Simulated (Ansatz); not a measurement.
System: HgBr, net charge 1, singlet state. SMILES: [Br][Hg+]
Coordinates optimised at B3LYP-D3(BJ)/def2-TZVP (Ansatz, a program for electronic structure):
```xyz
2

Hg     0.0000     0.0000    -0.7335
Br     0.0000     0.0000     1.6766
```
Charge +1, spin multiplicity 1.

### Question
Give the harmonic wavenumbers at B3LYP-D3(BJ)/def2-TZVP (Ansatz, finite differences of forces, unscaled).

### Answer
236 cm⁻¹. Zero-point energy 0.3 kcal/mol.

### Question
From these and the geometry, give the ideal-gas thermochemistry at 298.15 K and 1 atm (rigid rotor, harmonic oscillator).

### Answer
Point group C∞v, rotational symmetry number 1. Rotational constants 1.523, 1.523 GHz. S(trans) 42.79, S(rot) 18.51, S(vib) 1.83, S(elec, spin only) 0.00, S 63.1 cal/(mol K). H(298) - H(0) 2.39 kcal/mol; G - E(el) -16.1 kcal/mol.
